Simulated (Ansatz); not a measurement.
`[ZnH][O][GeH3]`. The species carries charge 0 and has multiplicity 1. All single points use the PBE0-D4/def2-TZVP geometry.

```xyz
7

Zn   -0.291   -0.588    2.018
O     0.556   -0.322    0.494
Ge    0.236    0.305   -1.117
H    -0.954   -0.845    3.352
H    -1.286    0.437   -1.354
H     0.899    1.690   -1.253
H     0.839   -0.678   -2.138
```

Q: What is the dipole moment at ωB97M-V/def2-TZVPP? (Best estimate.)

A: The calculation gave: 0.89 D, with components (-0.75, 0.06, 0.47) D in this frame, pointing from negative to positive charge.

Q: And with PBE, r2SCAN, B3LYP? (Estimate.)

A: Computed: PBE 0.82 D, r2SCAN 0.85 D, B3LYP 0.89 D.

Q: Give the Mulliken charges with ωB97M-V, B3LYP, PBE in def2-TZVPP. (An estimate is asked.)

A: The calculation gave: 
| atom | ωB97M-V | B3LYP | PBE |
| --- | --- | --- | --- |
| Zn1 | 0.39 | 0.39 | 0.30 |
| O2 | -0.56 | -0.53 | -0.44 |
| Ge3 | 0.29 | 0.33 | 0.29 |
| H4 | -0.06 | -0.09 | -0.05 |
| H5 | -0.02 | -0.04 | -0.04 |
| H6 | -0.02 | -0.03 | -0.03 |
| H7 | -0.02 | -0.03 | -0.03 |

B3LYP here is the variant with VWN-RPA as its local correlation; programs differ in this.
